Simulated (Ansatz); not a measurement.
Two structures of BHBrF3, closed shell, reached by relaxing down either side of one saddle point (PBE0-D4/def2-TZVP). Energies are electronic, without zero-point energy. Program: Ansatz 0.2.0. Basis: def2-TZVPP and def2-QZVPP. Cores are frozen in the correlated methods. Filled d shells of the heavier atoms are correlated. The def2 sets are not built for correlating such inner shells, so the correlated values are less sure here. Extrapolation: Hartree–Fock as exp(−7.88 √X), correlation as X^−2.97. First:

```tsv
atom	x (Å)	y (Å)	z (Å)
B1	-0.8573	-0.2047	0.1892
Br2	-0.0483	0.0526	1.9124
F3	-0.9102	-1.4030	-0.3288
F4	-1.4518	0.7967	-0.4030
H5	1.9152	0.4605	-0.3280
F6	1.3524	0.2979	-1.0417
```

Second:

```
6
angstrom
B -0.6858 -0.1967 -0.8242
Br 0.7878 0.2631 2.0475
F -1.0048 -1.4369 -0.5403
F -1.5480 0.7693 -0.6148
H 1.9778 0.5314 1.3173
F 0.4730 0.0697 -1.3856
```

Problem. Which bonds change from the first to the second?

Solution. BBrF₂ ([F][B]([F])[Br]) + HF → BF₃ ([F][B]([F])[F]) + HBr; bonds formed: B1–F6, Br2–H5; bonds broken: B1–Br2, H5–F6.

Problem. Give the saddle point's structure and its height above each. (Judge from chemistry; the value comes from the calculation.)

Solution. Computed: 0.690 eV above the first and 1.421 eV above the second (CCSD(T) at an estimated basis limit (MP2 extrapolated from triple and quadruple zeta, plus CCSD(T) − MP2 in triple zeta)).
```
atom    x (Å)    y (Å)    z (Å)
  B1  -0.4759  -0.1247  -0.2233
 Br2   0.4683   0.1743   1.7482
  F3  -0.7897  -1.3903  -0.4065
  F4  -1.3380   0.8364  -0.4816
  H5   1.2501   0.3152   0.2188
  F6   0.8852   0.1891  -0.8556
```

T1 diagnostic: at most 0.011.

Labels in which every atom is bracketed show which atoms are joined, not bond orders.

For scale, one of the runs: CCSD(T)/def2-TZVPP, 186 basis functions, launched by `ansatz run in.yaml --threads 4 --pin off --events-out ev --progress --plain --max-ram 9574MiB`. Time: 72 s of wall clock on 4 CPU threads of an Arm Neoverse V2; the host was shared. Peak host memory: 2.3 GiB.
